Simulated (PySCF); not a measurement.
Sn(OH)(NH2)3 (H7N3OSn), SMILES [NH2][Sn]([NH2])([NH2])[OH].

Geometry optimised at PBE0-D3(BJ)/def2-SVP. The structure was generated by enumeration; whether it is a known compound was not checked. The def2 effective core potentials stand for the cores of Sn; spin–orbit coupling is left out. The values are those of a single conformer.

Calculation: IEF-PCM-ωB97X/def2-SVP (PySCF).

The values are the electrostatic part of the solvation free energy, E(continuum) − E(gas) at the gas-phase geometry, in a cavity of scaled van der Waals radii (PySCF's table); cavitation and dispersion terms are not included. A continuum can't describe solvent molecules that bind to the metal. In vacuum the orbital gap is 11.51 eV. The dipole moment in vacuum is 1.28 D.

| solvent | ε | ΔG(elec) (kcal/mol) | dipole (D) | gap (eV) |
|---|---|---|---|---|
| water | 78.36 | -12.3 | 1.61 | 11.67 |
| ethylethanoate | 5.99 | -9.5 | 1.53 | 11.64 |
| acetone | 20.49 | -11.6 | 1.59 | 11.66 |
